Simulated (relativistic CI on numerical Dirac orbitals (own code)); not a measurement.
Cs⁶⁺: from the plainest model towards the measured levels

Calculated with a relativistic CI code on KLI orbitals (one set per configuration, finite nucleus), adding one ingredient at a time: step 1, Dirac-Coulomb, each configuration alone; step 2, with Breit and QED terms; step 3, with configuration mixing; step 4, with scaled Slater integrals (0.9); step 5, with a P86 correlation estimate; step 6, tied to the ionisation limit. P86 is a density functional for the correlation energy, evaluated here for each configuration and added to its levels. Step 6 is semi-empirical: configurations made of the next ion and one excited electron move by -6768 cm⁻¹, so that their limit matches the tabulated ionisation energy, and those with a non-penetrating f or g electron also take the P86 value of the least penetrating other one.

CI space (outside the closed core [Kr] 4d10): 5s2.5p, 5s.5p2, 5s2.4f, 5s2.5d, 5s.5p.4f, 5p3, 5s2.6s, 5s.5p.5d, 5s2.6p, 5s.5p.6s, 5s2.5f, 5s.5p.5f, 5p2.4f, 5s.4f2, 5p.4f2, 4f3, 4f2.5d, 4f2.6s, 5p.5d2, 4f.5d2, 5d3, 5d2.6s.

Computed minus measured energy above the ground level, in cm⁻¹, for 14 of the 38 excited levels that pair in every step (one J of a term; a digit in brackets numbers repeated terms):

```csv
Configuration,Term,J,Measured,Step 1,Step 2,Step 3,Step 4,Step 5,Step 6
5s2.5p,2P°,3/2,19379,299,59,-625,-508,-503,-503
5s2.4f,2F°,5/2,166538,7119,6111,6332,6224,3800,-2798
5s2.5d,2D,3/2,205995,-523,-1015,10207,8166,9902,4167
5s.5p.4f,4F,3/2,268167,-7132,-8409,868,1256,-330,-350
5p3,2D°,5/2,272402,14653,13779,-6307,-3832,-2184,-2184
5s2.6s,2S,1/2,273350,-796,-1064,7421,5904,9517,2759
5s.5p.4f,4D,5/2,286810,-6575,-8011,1274,755,-841,-844
5p3,2P°,1/2,293210,8314,7446,-36,-653,853,842
5s.5p.5d,4F°,5/2,297071,-14192,-14947,-6627,-4861,-2499,-2501
5s.5p.5d,4D°,1/2,312626,-8919,-9676,-1917,-2073,303,300
5s2.6p,2P°,1/2,320849,-1200,-1548,5066,3822,7772,1193
5s.5p.6s,4P°,1/2,379095,-14680,-15160,-5797,-5542,-1179,-1190
5s2.5f,2F°,7/2,385053,-3849,-4539,14113,10534,14261,9011
5s.5p.6s,2P°,1/2,390999,-11351,-11873,-1415,-2974,1370,1351
```

Mean absolute errors in cm⁻¹, over all paired levels and for the configurations:

```
Configuration, levels  Step 1  Step 2  Step 3  Step 4  Step 5  Step 6
              all, 38    8053    8289    7101    5422    5085    4027
            5s2.5p, 1     299      59     625     508     503     503
            5s2.4f, 2    7073    6006    6232    6121    3697    2901
            5s2.5d, 2     497    1025   10087    8099    9850    4021
         5s.5p.4f, 11    8893    9283   10351    7799    6726    6698
               5p3, 3   11210   10271    2869    2207    1186    1187
            5s2.6s, 1     796    1064    7421    5904    9517    2759
         5s.5p.5d, 10    9745   10273    5574    3707    3331    3171
            5s2.6p, 2    1475    1860    4711    3474    7405     964
          5s.5p.6s, 5   10818   11174    5479    4845    3238    3208
            5s2.5f, 1    3849    4539   14113   10534   14261    9011
```

Measured levels: Sansonetti, J. Phys. Chem. Ref. Data 38, 761 (2009).

The mean absolute error is lowest at step 6 (4027 cm⁻¹), and the largest single drop is from step 3 to 4 (7101 to 5422). The Breit and QED terms change the top of the ground term (measured 19379) from 19678 to 19439. Mixing lowers the ground level by 9343, with 5p3 as its largest admixture; relative to it the configurations that move most are 5s2.5f by +18651, 5p3 by -13140, 5s2.5d by +11111. Configurations whose own partners of that kind are not in the list rise by much of that lowering, so a short list can trade one imbalance for another. The P86 estimate moves 5s.5p.6s by +4369, 5s2.6p by +3931, 5s2.5f by +3727, and takes the mean absolute error of the excited configurations from 5555 to 5209. Step 6 takes that error from 5209 to 4123; the error more than halves for 5s2.5d, 5s2.6s, 5s2.6p.
